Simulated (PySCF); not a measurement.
Molfile (atoms numbered from 1):
```
C9H9N
     RDKit          3D

 19 19  0  0  0  0  0  0  0  0999 V2000
    1.9562   -0.3669   -1.6499 C   0  0  0  0  0  0  0  0  0  0  0  0
    2.1385    0.2112   -0.4551 C   0  0  0  0  0  0  0  0  0  0  0  0
    1.0920    0.4496    0.5409 C   0  0  0  0  0  0  0  0  0  0  0  0
    1.3650    1.0366    1.7184 C   0  0  0  0  0  0  0  0  0  0  0  0
   -0.2962    0.0219    0.2122 C   0  0  0  0  0  0  0  0  0  0  0  0
   -1.1858    0.8865   -0.4315 C   0  0  0  0  0  0  0  0  0  0  0  0
   -2.4735    0.4356   -0.7185 C   0  0  0  0  0  0  0  0  0  0  0  0
   -2.9118   -0.7840   -0.4188 N   0  0  0  0  0  0  0  0  0  0  0  0
   -2.0624   -1.6081    0.1887 C   0  0  0  0  0  0  0  0  0  0  0  0
   -0.7538   -1.2617    0.5222 C   0  0  0  0  0  0  0  0  0  0  0  0
    0.9725   -0.7150   -1.9780 H   0  0  0  0  0  0  0  0  0  0  0  0
    2.7918   -0.5094   -2.3387 H   0  0  0  0  0  0  0  0  0  0  0  0
    3.1419    0.5450   -0.1670 H   0  0  0  0  0  0  0  0  0  0  0  0
    0.5852    1.2149    2.4624 H   0  0  0  0  0  0  0  0  0  0  0  0
    2.3826    1.3529    1.9646 H   0  0  0  0  0  0  0  0  0  0  0  0
   -0.8771    1.8990   -0.7009 H   0  0  0  0  0  0  0  0  0  0  0  0
   -3.1868    1.1021   -1.2178 H   0  0  0  0  0  0  0  0  0  0  0  0
   -2.4402   -2.6089    0.4294 H   0  0  0  0  0  0  0  0  0  0  0  0
   -0.0975   -1.9787    1.0204 H   0  0  0  0  0  0  0  0  0  0  0  0
  1  2  2  0
  2  3  1  0
  3  4  2  0
  3  5  1  0
  5  6  2  0
  6  7  1  0
  7  8  2  0
  8  9  1  0
  9 10  2  0
 10  5  1  0
  1 11  1  0
  1 12  1  0
  2 13  1  0
  4 14  1  0
  4 15  1  0
  6 16  1  0
  7 17  1  0
  9 18  1  0
 10 19  1  0
M  END
```

Theory: coordinates at the PBE0-D3(BJ)/def2-SVP level, σ from GIAO-PBE0/pcSseg-1, in PySCF 2.14.0 with density-fitted response routines (in vacuum, no relativistic terms, fast rotation and ring inversion assumed for equivalent nuclei, single conformer).

Predict the 2D correlation tables (HSQC, COSY, HMBC).

Answers



HSQC (one-bond C–H):
```csv
δH,δC
8.80 (H17/H18),155.4 (C7/C9)
7.03 (H16/H19),129.8 (C6/C10)
6.72 (H13),147.9 (C2)
5.58 (H15),126.6 (C4)
5.55 (H12),128.1 (C1)
5.26 (H14),126.6 (C4)
4.76 (H11),128.1 (C1)
```

COSY cross peaks (H two or three bonds apart, from the bond graph; peaks can be absent where the dihedral angle is near 90°):
```csv
δH,δH
8.80 (H17/H18),7.03 (H16/H19)
6.72 (H13),5.55 (H12)
6.72 (H13),4.76 (H11)
5.58 (H15),5.26 (H14)
5.55 (H12),4.76 (H11)
```

HMBC (two and three bonds, from the bond graph):
```csv
δH,δC
8.80 (H17/H18),"155.4 (C7/C9), 154.4 (C5), 129.8 (C6/C10)"
7.03 (H16/H19),"157.4 (C3), 155.4 (C7/C9), 154.4 (C5), 129.8 (C6/C10)"
6.72 (H13),"157.4 (C3), 154.4 (C5), 128.1 (C1), 126.6 (C4)"
5.58 (H15),"157.4 (C3), 154.4 (C5), 147.9 (C2)"
5.55 (H12),"157.4 (C3), 147.9 (C2)"
5.26 (H14),"157.4 (C3), 154.4 (C5), 147.9 (C2)"
4.76 (H11),"157.4 (C3), 147.9 (C2)"
```

δ = σ(ref) − σ, references computed at the same level: 1H, 13C against TMS.

Short H···H contacts in this conformer between protons four or more bonds apart (candidates for NOE cross peaks, intensity ∝ r⁻⁶): H13···H15 2.40 Å.

Shifts are as computed. Against solution values, carbons near 30 ppm lie about +2 ppm off and those near 130 ppm about +5 ppm. Of 1211 compounds with measured shifts, 218 miss one by over three times the rms of a fit or turn the order of signals round; such compounds aren't used in these exercises.
